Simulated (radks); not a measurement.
Results of a calculation; reference values are marked as such.
Q: Neutral nitrogen, [He] 2s2 2p3. Code: a radial shooting solver on a logarithmic mesh with Libxc functionals. Model: non-relativistic Kohn-Sham, exchange-only PBE, spin-polarised, spherical densities, point nucleus. Every spin shell is full or empty, so the densities are truly spherical. Functionals are evaluated on that one density, not self-consistently. Rank these orbital-free kinetic functionals by their error against the exact value of the orbitals, and give that value: Thomas-Fermi, von Weizsacker, TF + vW/9, TF + vW/5, LC94, Perdew 92, Pearson, LKT, PG1, Ernzerhof.

A: Exact: 54.3578 hartree. From best to worst, with 100 (|E| - |E exact|)/|E exact| (equal figures are ties): LC94 +0.09, Perdew 92 -0.18, TF + vW/9 -0.20, Ernzerhof +1.24, Pearson -3.20, TF + vW/5 +7.00, Thomas-Fermi -9.20, von Weizsacker -19.02, PG1 +37.94, LKT +44.88.
